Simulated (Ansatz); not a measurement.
Reaction (formal exchange of groups at a C–C bond): `CCC#CCCCCC` + `[CH3][GeH3]` → `C[CH2][GeH2][CH3]` + `CCC#CCCC`

Isolated molecules relaxed with PBE0-D4/def2-TZVP in Ansatz; ΔE leaves out vibrations. CCSD(T)/CBS adds triple-zeta CCSD(T) − MP2 to the extrapolated MP2 energy (def2 sets, frozen cores). Functionals use def2-TZVPP. B3LYP here is the variant with VWN-RPA as its local correlation; programs differ in this. HSE06 is defined as in plane-wave codes. For Ge outer-core shells are correlated without core-valence functions, which leaves a few kJ/mol of doubt a bond. Scalar relativity is left out up to krypton. One conformer a species, not always the lowest.

`CCC#CCCCCC`:

Cartesian coordinates in Å:
```
C -0.558 1.171 -3.302
C 0.885 0.676 -3.354
C 1.344 0.144 -2.080
C 1.696 -0.295 -1.016
C 2.103 -0.804 0.284
C 1.273 -0.238 1.439
C -0.198 -0.602 1.359
C -1.021 -0.020 2.495
C -2.492 -0.388 2.409
H -0.865 1.563 -4.274
H -1.235 0.361 -3.027
H -0.667 1.966 -2.561
H 1.546 1.493 -3.662
H 0.983 -0.099 -4.122
H 2.026 -1.898 0.283
H 3.161 -0.572 0.445
H 1.694 -0.608 2.380
H 1.382 0.851 1.452
H -0.601 -0.257 0.400
H -0.302 -1.695 1.357
H -0.612 -0.361 3.453
H -0.915 1.071 2.493
H -2.629 -1.473 2.441
H -2.933 -0.030 1.474
H -3.065 0.043 3.233
```

`[CH3][GeH3]`:

```xyz
8

C     0.496    0.009   -0.909
Ge   -0.439   -0.008    0.805
H     1.556   -0.201   -0.764
H     0.079   -0.748   -1.575
H     0.396    0.984   -1.386
H    -0.295   -1.383    1.482
H    -1.937    0.283    0.603
H     0.144    1.063    1.745
```

`C[CH2][GeH2][CH3]`:

Cartesian coordinates in Å:
```
C 1.353 1.244 -0.176
C 1.246 -0.218 0.232
Ge -0.410 -1.074 -0.380
C -1.976 -0.171 0.367
H 0.535 1.840 0.238
H 2.288 1.693 0.173
H 1.321 1.359 -1.263
H 1.291 -0.321 1.321
H 2.087 -0.792 -0.167
H -0.471 -1.011 -1.923
H -0.421 -2.560 0.040
H -2.004 0.872 0.049
H -1.946 -0.202 1.458
H -2.894 -0.657 0.033
```

`CCC#CCCC`:

Cartesian coordinates in Å:
```
C 2.580 -0.803 1.265
C 1.296 -1.520 1.675
C 0.120 -1.005 0.991
C -0.838 -0.561 0.415
C -1.980 -0.018 -0.306
C -1.593 0.660 -1.623
C -0.682 1.858 -1.430
H 2.517 0.263 1.490
H 3.438 -1.218 1.798
H 2.757 -0.910 0.193
H 1.151 -1.427 2.757
H 1.390 -2.592 1.473
H -2.695 -0.823 -0.504
H -2.500 0.704 0.335
H -2.513 0.967 -2.131
H -1.108 -0.078 -2.268
H 0.244 1.565 -0.930
H -1.163 2.623 -0.815
H -0.421 2.314 -2.387
```

```csv
level,ΔE (kJ/mol),difference from CCSD(T)/CBS
LDA (SPW92),-12.7,8.4
PBE-D4,-20.6,0.5
revPBE-D4,-19.6,1.5
BLYP-D4,-22.1,-1.0
r2SCAN-D4,-19.8,1.3
B97M-V,-13.8,7.3
PBE0-D4,-19.2,1.9
B3LYP-D4,-20.7,0.4
r2SCANh-D4,-19.4,1.7
r2SCAN0-D4,-18.8,2.3
HSE06-D4,-19.4,1.7
BHLYP-D4,-19.2,1.9
CAM-B3LYP-D4,-17.2,3.9
ωB97X-V,-17.4,3.7
ωB97M-V,-18.9,2.2
PBE-QIDH,-19.9,1.2
revPBE,-22.5,-1.4
BLYP,-21.5,-0.4
r2SCAN,-20.2,0.9
PBE0,-18.9,2.2
B3LYP,-19.7,1.4
r2SCANh,-19.8,1.3
r2SCAN0,-19.1,2.0
HSE06,-19.0,2.1
BHLYP,-17.2,3.9
CAM-B3LYP,-16.7,4.4
LC-ωPBE,-18.3,2.8
RPA@PBE/def2-TZVPP,-19.5,1.6
HF/def2-SVP,-8.5,12.6
MP2/def2-SVP,-10.0,11.1
CCSD/def2-SVP,-6.9,14.2
CCSD(T)/def2-SVP,-6.6,14.5
HF/def2-TZVPP,-14.5,6.6
MP2/def2-TZVPP,-24.2,-3.1
SCS-MP2/def2-TZVPP,-22.0,-0.9
MP2/def2-QZVPP,-23.8,-2.7
SCS-MP2/def2-QZVPP,-21.5,-0.4
HF/CBS(def2),-13.2,7.9
MP2/CBS(def2),-24.3,-3.2
CCSD/CBS(def2),-20.6,0.5
CCSD(T)/CBS,-21.1,0
```

Largest T1 diagnostic among the species: 0.010.

At CCSD(T), def2-SVP lies +14.5 kJ/mol from the extrapolated value and def2-TZVPP +0.1 kJ/mol. In def2-TZVPP, CCSD(T) changes the Hartree–Fock value by −6.6 kJ/mol (the triples alone add −0.6 kJ/mol) and MP2 by −9.7 kJ/mol. Leaving LDA and LC-ωPBE aside and taking each functional with its dispersion term where it has one, the values spread over 8.3 kJ/mol, from BLYP-D4 to B97M-V. LDA lies +7.6 kJ/mol from PBE without D4.
